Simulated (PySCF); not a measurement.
Relaxation of singlet Nb(OH)₃

Method: PBE0/[Nb def2-SVP with ECP28, O def2-SVP, H def2-SVP], scalar-relativistic core potentials, density fitting, no spin–orbit coupling, PySCF. A (50,194) grid was used.

A hand-made trigonal pyramidal (heavy-atom frame) start, of C3 symmetry, held to at least that symmetry:

```xyz
7
charge 0 multiplicity 1, angstrom
Nb    0.0000    0.0000   -0.3555
O     1.8542    0.0000    0.6304
O    -0.9271    1.6058    0.6304
O    -0.9271   -1.6058    0.6304
H     2.3990   -0.7354    0.9201
H    -0.5626    2.4453    0.9201
H    -1.8364   -1.7099    0.9201
```

Task: What does it relax to?

Result: It ends at D3h with Nb–O 1.847 Å (×3), O–H 0.957 Å (×3); H–O–Nb 180.0° (×3), O–Nb–O 120.0° (×3) (after a last refinement on a finer grid). The frequency run here used a shortcut that can spoil soft modes, so no verdict on minimum or saddle point is given. Other isomers or separated fragments may lie lower.

Task: How much energy is released, and in how many steps?

Result: 330.8 kJ/mol in 19 steps.

The relaxation took about 100 core-seconds on a shared host.
